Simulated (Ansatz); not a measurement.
Two isomers of C2H6OSSi: A = `SC1OC[SiH2]1`, B = `O=C[SiH2]CS`.

Gas-phase electronic energies from Ansatz, PBE0-D4/def2-TZVP geometries. CCSD(T)/CBS adds triple-zeta CCSD(T) − MP2 to the extrapolated MP2 energy (def2 sets, frozen cores). Functionals use def2-TZVPP. B3LYP here is the variant with VWN-RPA as its local correlation; programs differ in this. One conformer a species, not always the lowest.

Question: Which is lower in electronic energy at CCSD(T)/CBS, and by how much? (Estimate.)

Answer: Computed: B, by 68.3 kJ/mol.

Question: Give E(B) − E(A) in kJ/mol with PBE0-D4, MP2/def2-TZVPP, r2SCAN-D4, CCSD/def2-TZVPP, B2PLYP, B3LYP, PBE-D4. (Best estimate.)

Answer: Ansatz gave: PBE0-D4 -58.0, MP2/def2-TZVPP -66.7, r2SCAN-D4 -64.4, CCSD/def2-TZVPP -72.5, B2PLYP -75.0, B3LYP -77.0, PBE-D4 -61.7. None reverses the order clearly.

Largest T1 diagnostic: 0.014.

In def2-TZVPP, CCSD(T) changes the Hartree–Fock value by +21.0 kJ/mol (the triples alone add +1.4 kJ/mol) and MP2 by +25.5 kJ/mol. From PBE to PBE0 (25 % exact exchange), in def2-TZVPP and without D4, E(B) − E(A) moves by +4.0 kJ/mol.
